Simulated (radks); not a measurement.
Results of a calculation; reference values are marked as such.
Valence configurations of S I (all share [Ne]). Level of theory: Dirac Kohn-Sham, PBEsol, spin-unpolarised, spherical densities, point nucleus; open shells fill j = l - 1/2 first (a radial shooting solver on a logarithmic mesh with Libxc functionals). Energies are relative to 3s2 3p4; eigenvalues in eV.

| valence | E (eV) | e(3p1/2) | e(3p3/2) | e(3s1/2) |
|---|---|---|---|---|
| 3s2 3p4 | 0.000 | -7.024 | -6.940 | -17.181 |
| 3s1 3p5 | 10.306 | -7.583 | -7.496 | -17.865 |
| 3s1.5 3p4.5 | 5.137 | -7.309 | -7.223 | -17.530 |
| 3p6 | 20.734 | -8.104 | -8.013 | - |

NIST lists [Ne] 3s2 3p4 as the ground configuration; this level of theory agrees among the configurations tried. The energies are those of spherical spin-averaged densities, not of single terms.
